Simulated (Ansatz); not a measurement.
Start from `NC1O[SiH2]1` and change one atom or group to get `N[SiH2]C1O[SiH2]1`.

Ansatz, PBE0-D4/def2-TZVP geometries, multiplicity 1. Each molecule was computed in one conformer, which needn't be the lowest.

```
                                                                                  property  `NC1O[SiH2]1`
                                                         LUMO energy (PBE/def2-TZVPP) / eV          -1.30
ideal-gas entropy at 298 K and 1 bar (rigid rotor, harmonic PBE0-D4/def2-TZVP) / J/(mol·K)            292
                                                         HOMO energy (PBE/def2-TZVPP) / eV          -5.73
                                                        LUMO energy (PBE0/def2-TZVPP) / eV          -0.46
                                          size of the dipole moment (B3LYP/def2-TZVPP) / D           1.06
                                            size of the dipole moment (PBE/def2-TZVPP) / D           0.91
```

Question: What does the change do to each property? (An estimate is asked.)

Answer: Computed: 
| property | `N[SiH2]C1O[SiH2]1` | shift |
| --- | --- | --- |
| LUMO energy (PBE/def2-TZVPP) / eV | -1.38 | -0.08 |
| ideal-gas entropy at 298 K and 1 bar (rigid rotor, harmonic PBE0-D4/def2-TZVP) / J/(mol·K) | 356 | 64 |
| HOMO energy (PBE/def2-TZVPP) / eV | -5.72 | 0.01 |
| LUMO energy (PBE0/def2-TZVPP) / eV | -0.55 | -0.09 |
| size of the dipole moment (B3LYP/def2-TZVPP) / D | 1.07 | 0.01 |
| size of the dipole moment (PBE/def2-TZVPP) / D | 0.92 | 0.01 |

The zero-point energy changes by 41.8 kJ/mol with +9 modes. Dipoles are sizes alone; their direction can turn.

B3LYP here is the variant with VWN-RPA as its local correlation; programs differ in this.
